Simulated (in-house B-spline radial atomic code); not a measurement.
Atomic self-consistent-field run: Sb V (Sb4+) (an excited or competing configuration). Computed with an all-electron radial atomic-structure program (B-spline basis): non-relativistic Hartree-Fock, spin-polarised, averaged over the determinants with the given up and down occupations, point nucleus.

In the input, 3d5,1 would mean five up and one down electron.

Command:
```bash
python run_scf.py task.json out
```
Settings:
```
Z                51
configuration    1s2 2s2 2p6 3s2 3p6 3d4,5 4s2 4p6 4d10 5s1,0 5p0,1
hamiltonian      nr
method           hf
spin_polarised   True
```

Output (hartree, bohr):
```
 radial grid: 52 intervals, B-splines of order 8, outer radius 30.8511 bohr

 iter        energy (Eh)    residual
    1       -6264.240849    8.46e-01
    2       -6282.742488    6.99e-01
    3       -6289.409916    1.83e-01
    4       -6289.964949    4.99e-02
    5       -6290.004390    2.13e-02
    6       -6290.013550    2.33e-03
    7       -6290.013604    7.26e-04
    8       -6290.013610    1.04e-04
    9       -6290.013610    5.86e-06
   10       -6290.013610    3.88e-07

 total energy                     -6290.01361
 kinetic                            6290.0136
 electron-nucleus                 -14839.0594
 electron-electron                  2259.0322

 orbital      occ     eigenvalue          <r>       <r^2>       <1/r>       <r^4>       r_max
 1s up      1.000     -1088.9435    0.0298163   0.0011892     50.4729 3.58227e-06     0.01975
 1s down    1.000     -1088.9449    0.0298168  0.00118925     50.4723 3.58274e-06     0.01975
 2s up      1.000      -168.0130     0.128378   0.0193585     11.5853 0.000637073      0.1091
 2s down    1.000      -168.1964     0.128466   0.0193871     11.5772 0.000639363      0.1091
 2p up      3.000      -157.2721     0.109625   0.0146095     11.5617 0.000418689     0.08551
 2p down    3.000      -157.4495     0.109731   0.0146419     11.5533 0.000421086     0.08555
 3s up      1.000       -36.2821     0.340017     0.13189     4.23635    0.026318      0.3104
 3s down    1.000       -36.5026     0.339637    0.131608     4.24512   0.0261983      0.3102
 3p up      3.000       -31.7153     0.331103    0.126885     4.14925   0.0254841      0.2974
 3p down    3.000       -32.0082     0.330442    0.126393     4.16193   0.0252733      0.2971
 3d up      4.000       -23.6368     0.303999    0.109737     3.98842    0.022932      0.2436
 3d down    5.000       -23.8261     0.300529    0.106511     4.01728   0.0204855      0.2429
 4s up      1.000        -8.1113     0.804367    0.729037     1.70208    0.777519       0.738
 4s down    1.000        -8.1220      0.80445    0.729233     1.70158    0.778681      0.7376
 4p up      3.000        -6.4584     0.844935    0.811358     1.59779    0.996871      0.7611
 4p down    3.000        -6.4864     0.841469     0.80428     1.60413    0.976999       0.759
 4d up      5.000        -3.6263     0.956064     1.06552     1.38978     1.89413      0.8186
 4d down    5.000        -3.6510     0.952186     1.05328     1.37651     1.84437      0.8118
 5s up      1.000        -2.0074      1.98017      4.3672    0.647132     27.1821       1.802
 5p down    1.000        -1.6239      2.23619     5.57754    0.566127     44.7529       2.016
```

Cost of the run: 0.18 s on 1 thread of Arm Neoverse V1, with other jobs on the host.
